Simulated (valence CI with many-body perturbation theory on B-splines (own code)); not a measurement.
# Yb LVIII: calculated level list

Computed by valence CI with perturbative core correlation (CI+MBPT): three valence electrons over a frozen Dirac-Fock core [Ne], radial functions for each j: 11 s, 11 p, 9 d, 7 f, 5 g, 2 h, 1 i, with the one-electron correlation potential Σ1 (screened to all orders), the two-electron term Σ2, the three-electron term Σ3, Breit, model QED; selected single and double excitations, second order for the rest (own B-spline code, finite nucleus).

No measured spectrum was set against this ion. As an estimate, large intervals hold to a few tenths of a per cent, small ones and those within an open d or f shell to about a per cent.

Levels 46 to 68 of 68, with energies above the lowest level, (3s^2 3p1/2) J=1/2. "Leading %" is the weight of the configuration and term that name the level; weights of strongly mixed levels are sums over their largest components and can fall short. In the jj column 3d3/2^4 stands for four electrons in 3d with j = 3/2.

```
No.  Configuration  Term    J  E (eV)  Leading %  Second component      g                Leading jj
 46         3p2.3d    2D  3/2  1080.6         36    23 % 3p2.3d 2P  1.101  3p1/2 3p3/2 3d3/2 (85 %)
 47         3p2.3d    2D  5/2  1081.7         30    22 % 3p2.3d 4F  1.147  3p1/2 3p3/2 3d3/2 (84 %)
 48         3p2.3d    4P  1/2  1085.0         33    31 % 3p2.3d 2P  1.688  3p1/2 3p3/2 3d3/2 (87 %)
 49         3s.3d2    4F  3/2  1109.1         76    13 % 3s.3d2 2D  0.537         3s 3d3/2^2 (85 %)
 50         3p2.3d    4D  7/2  1114.6         47    34 % 3p2.3d 4F  1.296  3p1/2 3p3/2 3d5/2 (98 %)
 51         3s.3d2    4F  5/2  1120.5         47    21 % 3s.3d2 2D  1.069         3s 3d3/2^2 (71 %)
 52         3p2.3d    2G  9/2  1122.3         59    34 % 3p2.3d 4F  1.176  3p1/2 3p3/2 3d5/2 (92 %)
 53         3p2.3d    2P  3/2  1125.5         50    22 % 3p2.3d 4P  1.337  3p1/2 3p3/2 3d5/2 (94 %)
 54         3p2.3d    2D  5/2  1130.2         39    24 % 3p2.3d 4D  1.124  3p1/2 3p3/2 3d5/2 (82 %)
 55         3s.3d2    4P  1/2  1139.2         64    22 % 3s.3d2 2S  2.309         3s 3d3/2^2 (82 %)
 56         3p2.3d    2F  7/2  1141.1         49    18 % 3p2.3d 4F  1.115  3p1/2 3p3/2 3d5/2 (80 %)
 57         3p2.3d    4P  5/2  1143.6         38    24 % 3p2.3d 2F  1.239  3p1/2 3p3/2 3d5/2 (91 %)
 58         3p2.3d    2P  1/2  1153.3         45    36 % 3p2.3d 2S  1.224  3p1/2 3p3/2 3d5/2 (86 %)
 59         3p2.3d    2D  3/2  1156.2         60    13 % 3p2.3d 4D  0.931  3p1/2 3p3/2 3d5/2 (92 %)
 60         3s.3d2    4F  7/2  1170.4         85     4 % 3p2.3d 2F  1.205     3s 3d3/2 3d5/2 (84 %)
 61            3p3   2P°  3/2  1171.1         50      28 % 3p3 2D°  1.289            3p3/2^3 (97 %)
 62         3s.3d2    4F  5/2  1174.0         40    28 % 3s.3d2 4P  1.202     3s 3d3/2 3d5/2 (93 %)
 63         3s.3d2    4P  3/2  1179.2         85     9 % 3s.3d2 2D  1.568     3s 3d3/2 3d5/2 (98 %)
 64         3s.3d2    2G  9/2  1185.6         51    43 % 3s.3d2 4F  1.202     3s 3d3/2 3d5/2 (86 %)
 65         3s.3d2    2F  5/2  1193.6         51    30 % 3s.3d2 4P  1.117     3s 3d3/2 3d5/2 (83 %)
 66         3s.3d2    2G  7/2  1193.8         74    20 % 3s.3d2 2F  0.950     3s 3d3/2 3d5/2 (94 %)
 67         3s.3d2    2D  3/2  1197.5         39    31 % 3s.3d2 2P  1.056     3s 3d3/2 3d5/2 (82 %)
 68         3s.3d2    2P  1/2  1207.1         58    20 % 3s.3d2 4P  1.181     3s 3d3/2 3d5/2 (78 %)
```
